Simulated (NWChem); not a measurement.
SiH2Br2; SMILES Br[SiH2]Br

Results from NWChem. All runs use the structure optimised with PBE0/def2-SVP.

Q: Among these, which level gives the highest value of “dipole (D)”?
A) TPSS/STO-3G
B) TPSS/def2-SVP
C) TPSS/pcseg-1
D) TPSS/aug-pcseg-1

A: A, TPSS/STO-3G. Values: TPSS/aug-pcseg-1 1.09; TPSS/def2-SVP 1.12; TPSS/pcseg-1 1.24; TPSS/STO-3G 1.75
